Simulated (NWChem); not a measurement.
All runs are NWChem calculations. System: H₆HfOSi, charge 0, spin multiplicity 1, at a geometry optimised with PBE/def2-SVP with def2 effective core potentials on Hf. The structure started from a generated list of species. Level: RHF/def2-SVP with def2 effective core potentials on Hf.

Part of the output:

```
             Northwest Computational Chemistry Package (NWChem) 7.3.0
             --------------------------------------------------------

                                NWChem Input Module
                                -------------------

 Scaling coordinates for geometry "geometry" by  1.889725989
 (inverse scale =  0.529177249)

                             Geometry "geometry" -> ""
                             -------------------------

 Output coordinates in angstroms (scale by  1.889725989 to convert to a.u.)

  No.       Tag          Charge          X              Y              Z
 ---- ---------------- ---------- -------------- -------------- --------------
    1 Hf                  72.0000     0.33062600     0.63606000     0.26657800
    2 H                    1.0000     1.96986900     0.15783600     1.01483600
    3 H                    1.0000     0.56493800     1.80292800    -1.16844200
    4 H                    1.0000    -0.80164200     1.37392600     1.55085900
    5 O                    8.0000    -0.49856000    -0.95900700    -0.40183700
    6 Si                  14.0000    -1.23038900    -2.36710300    -0.99209000
    7 H                    1.0000    -0.35132300    -3.54318700    -0.67693200
    8 H                    1.0000    -1.40443300    -2.24073100    -2.47835100
    9 H                    1.0000    -2.56853800    -2.53562600    -0.33164600

 Effective nuclear repulsion energy (a.u.)     460.1075092987

            Nuclear Dipole moment (a.u.)
            ----------------------------
        X                 Y               Z
 ---------------- ---------------- ----------------
     0.0000321253    -0.0000604712    -0.0000302356


 Summary of "ao basis" -> "" (spherical)
 ------------------------------------------------------------------------------
       Tag                 Description            Shells   Functions and Types
 ---------------- ------------------------------  ------  ---------------------
 *                          def2-svp                  on all atoms

 Summary of "ao basis" -> "ao basis" (spherical)
 ------------------------------------------------------------------------------
       Tag                 Description            Shells   Functions and Types
 ---------------- ------------------------------  ------  ---------------------
 Hf                         def2-svp                12       32   6s3p2d1f
 H                          def2-svp                 3        5   2s1p
 O                          def2-svp                 6       14   3s2p1d
 Si                         def2-svp                 8       18   4s3p1d

                                 NWChem SCF Module
                                 -----------------

  ao basis        = "ao basis"
  functions       =    94
  atoms           =     9
  closed shells   =    20
  open shells     =     0
  charge          =   0.00
  wavefunction    = RHF
  use symmetry    = F
  symmetry adapt  = F

 Summary of "ao basis" -> "ao basis" (spherical)
 ------------------------------------------------------------------------------
       Tag                 Description            Shells   Functions and Types
 ---------------- ------------------------------  ------  ---------------------
 Hf                         def2-svp                12       32   6s3p2d1f
 H                          def2-svp                 3        5   2s1p
 O                          def2-svp                 6       14   3s2p1d
 Si                         def2-svp                 8       18   4s3p1d

 Forming initial guess at       0.1s

      Superposition of Atomic Density Guess
      -------------------------------------

 Sum of atomic energies:        -418.36361254

      Non-variational initial energy
      ------------------------------

 Total energy =    -413.907982
 1-e energy   =    -846.512083
 2-e energy   =     301.074003
 HOMO         =      -0.309425
 LUMO         =       0.014354

 Starting SCF solution at       1.8s

 ----------------------------------------------
         Quadratically convergent ROHF

 Convergence threshold     :          1.000E-07
 Maximum no. of iterations :          100
 Final Fock-matrix accuracy:          1.000E-09
 ----------------------------------------------

              iter       energy          gnorm     gmax       time
             ----- ------------------- --------- --------- --------
                 1     -414.5391379987  1.33D+00  3.16D-01      1.9
                 2     -414.6461615489  3.44D-01  6.76D-02      2.2
                 3     -414.6611098620  8.37D-03  2.14D-03      2.7
                 4     -414.6611196821  4.63D-05  1.33D-05      3.4
                 5     -414.6611196824  7.10D-09  1.66D-09      4.4

       Final RHF  results
       ------------------

         Total SCF energy =   -414.661119682412
      One-electron energy =   -848.059568899976
      Two-electron energy =    301.868351944285
 Nuclear repulsion energy =    131.530097273279

        Time for solution =      2.6s

             Final eigenvalues
             -----------------

              1
    1  -68.8044
    2  -20.5639
    3   -6.1674
    4   -4.2788
    5   -4.2779
    6   -4.2779
    7   -2.9442
    8   -1.6386
    9   -1.6122
   10   -1.6122
   11   -1.2699
   12   -0.7391
   13   -0.5993
   14   -0.5672
   15   -0.5672
   16   -0.4720
   17   -0.4720
   18   -0.4628
   19   -0.4172
   20   -0.4172
   21    0.0472
   22    0.0515
   23    0.0516
   24    0.1024
   25    0.1024
   26    0.1037
   27    0.1590
   28    0.1771
   29    0.1771
   30    0.2040

                       ROHF Final Molecular Orbital Analysis
                       -------------------------------------

 Vector   18  Occ=2.000000D+00  E=-4.627754D-01
              MO Center=  5.2D-01,  1.0D+00,  4.2D-01, r^2= 3.5D+00
   Bfn.  Coefficient  Atom+Function         Bfn.  Coefficient  Atom+Function
  ----- ------------  ---------------      ----- ------------  ---------------
     5      0.407760  1 Hf s                  3     -0.344784  1 Hf s
    33      0.230590  2 H  s                 38      0.230547  3 H  s
    43      0.230529  4 H  s                  2      0.209019  1 Hf s
    34      0.180781  2 H  s                 39      0.180731  3 H  s
    44      0.180717  4 H  s

 Vector   19  Occ=2.000000D+00  E=-4.171658D-01
              MO Center=  6.1D-01,  1.2D+00, -2.8D-01, r^2= 3.1D+00
   Bfn.  Coefficient  Atom+Function         Bfn.  Coefficient  Atom+Function
  ----- ------------  ---------------      ----- ------------  ---------------
    39      0.376033  3 H  s                 38      0.349762  3 H  s
    17     -0.227471  1 Hf d -1               9      0.223598  1 Hf pz
    34     -0.213000  2 H  s                 33     -0.198098  2 H  s
    20     -0.183696  1 Hf d  2              44     -0.163007  4 H  s
    43     -0.151634  4 H  s

 Vector   20  Occ=2.000000D+00  E=-4.171605D-01
              MO Center=  4.2D-01,  7.5D-01,  1.1D+00, r^2= 3.1D+00
   Bfn.  Coefficient  Atom+Function         Bfn.  Coefficient  Atom+Function
  ----- ------------  ---------------      ----- ------------  ---------------
    44      0.340103  4 H  s                 43      0.316328  4 H  s
    34     -0.311209  2 H  s                 33     -0.289460  2 H  s
    19      0.285016  1 Hf d  1               7      0.222026  1 Hf px
    17      0.155869  1 Hf d -1

 Vector   21  Occ=0.000000D+00  E= 4.722614D-02
              MO Center=  7.7D-01,  1.5D+00,  6.2D-01, r^2= 8.0D+00
   Bfn.  Coefficient  Atom+Function         Bfn.  Coefficient  Atom+Function
  ----- ------------  ---------------      ----- ------------  ---------------
    14      0.852314  1 Hf py                13      0.442973  1 Hf px
    65      0.421057  6 Si s                 15      0.357083  1 Hf pz
    16      0.197351  1 Hf d -2              17      0.159082  1 Hf d -1

 Vector   22  Occ=0.000000D+00  E= 5.154336D-02
              MO Center=  8.0D-01,  4.6D-01,  7.1D-01, r^2= 6.9D+00
   Bfn.  Coefficient  Atom+Function         Bfn.  Coefficient  Atom+Function
  ----- ------------  ---------------      ----- ------------  ---------------
    15      0.738413  1 Hf pz                18      0.309198  1 Hf d  0
    13     -0.245172  1 Hf px                19     -0.229829  1 Hf d  1
    23      0.216722  1 Hf d  0              20     -0.197665  1 Hf d  2
    17     -0.183037  1 Hf d -1              14     -0.181897  1 Hf py
    24     -0.151812  1 Hf d  1

 Vector   23  Occ=0.000000D+00  E= 5.155095D-02
              MO Center=  5.0D-02,  1.2D+00, -2.7D-02, r^2= 6.9D+00
   Bfn.  Coefficient  Atom+Function         Bfn.  Coefficient  Atom+Function
  ----- ------------  ---------------      ----- ------------  ---------------
    13      0.677499  1 Hf px                14     -0.404569  1 Hf py
    19      0.309658  1 Hf d  1              16      0.251033  1 Hf d -2
    18      0.245363  1 Hf d  0              21      0.178065  1 Hf d -2
    24      0.150411  1 Hf d  1

 center of mass
 --------------
 x =   0.11904390 y =   0.22901643 z =   0.09598657

 moments of inertia (a.u.)
 ------------------
        1157.753181371754        -487.220751917862        -204.198837029547
        -487.220751917862         473.673884505182        -392.844679722124
        -204.198837029547        -392.844679722124        1246.365931134979

  Mulliken analysis of the total density
  --------------------------------------

    Atom       Charge   Shell Charges
 -----------   ------   -------------------------------------------------------
    1 Hf  12    10.33   0.03 -0.30  1.78  0.50  0.56  0.06  5.59  0.55  0.10  1.31  0.06  0.09
    2 H    1     1.41   0.73  0.68  0.01
    3 H    1     1.41   0.73  0.68  0.01
    4 H    1     1.41   0.73  0.68  0.01
    5 O    8     8.89   1.99  1.04  0.78  2.85  2.23  0.00
    6 Si  14    13.06   2.00  1.99  0.92  0.09  5.94  1.14  0.70  0.29
    7 H    1     1.16   0.74  0.40  0.01
    8 H    1     1.16   0.74  0.40  0.01
    9 H    1     1.16   0.74  0.40  0.01

       Multipole analysis of the density wrt the origin
       ------------------------------------------------

     L   x y z        total         open         nuclear
     -   - - -        -----         ----         -------
     0   0 0 0     -0.000000      0.000000     40.000000

     1   1 0 0     -0.205476      0.000000    -37.487521
     1   0 1 0     -0.395748      0.000000    -72.118807
     1   0 0 1     -0.165716      0.000000    -30.225593

     2   2 0 0    -38.320921      0.000000    135.806414
     2   1 1 0      1.871449      0.000000    208.034616
     2   1 0 1      0.784001      0.000000     87.189931
     2   0 2 0    -35.694498      0.000000    427.900920
     2   0 1 1      1.508255      0.000000    167.740073
     2   0 0 2    -38.660267      0.000000     97.971106

 Task  times  cpu:        4.4s     wall:        4.4s

 Total times  cpu:        4.4s     wall:        4.4s
```

Question: Write an NWChem input that would produce this output.

Answer: One answer among several that fit: 
```
start mol
memory heap 200 mb stack 800 mb global 1000 mb
geometry units angstroms nocenter noautoz noautosym
  Hf     0.330626     0.636060     0.266578
  H      1.969869     0.157836     1.014836
  H      0.564938     1.802928    -1.168442
  H     -0.801642     1.373926     1.550859
  O     -0.498560    -0.959007    -0.401837
  Si    -1.230389    -2.367103    -0.992090
  H     -0.351323    -3.543187    -0.676932
  H     -1.404433    -2.240731    -2.478351
  H     -2.568538    -2.535626    -0.331646
end
basis spherical
  * library def2-svp
end
ecp
  Hf library def2-ecp
end
scf
  rhf
  nopen 0
  maxiter 100
  thresh 1e-7
  semidirect memsize 60000000 filesize 0
end
task scf energy
```
